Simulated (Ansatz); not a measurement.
Input for Ansatz (an electronic-structure program): U-wB97M-V/def2-TZVPP on MnO2 (SMILES [O]=[Mn]=[O]), 2S+1 = 4, a spin state set in the input, which need not be the lowest.

Ansatz 0.2 input:
```yaml
crystal:
  periodic: [false, false, false]
  atoms:
    - {symbol: Mn, position_ang: [0.25232944, -0.20089851, 0.25452487]}
    - {symbol: O, position_ang: [0.96665898, 0.29524838, -1.08019400]}
    - {symbol: O, position_ang: [-1.25215714, -0.04697827, 0.75524950]}
basis:
  gaussian:
    orbitals: def2-TZVPP
hamiltonian:
  xc: {name: wB97M-V}
magnetization: {spin_polarized: true, initial_magnetization: 3}
```

Q: Predict the final total energy.

A: -1301.3378 hartree. Its determinant has ⟨S²⟩ = 3.92, a mixture of spin states.

Q: How many basis functions does it have, and what does it roughly cost on one machine?

A: 126 functions; very roughly 28 core-seconds.
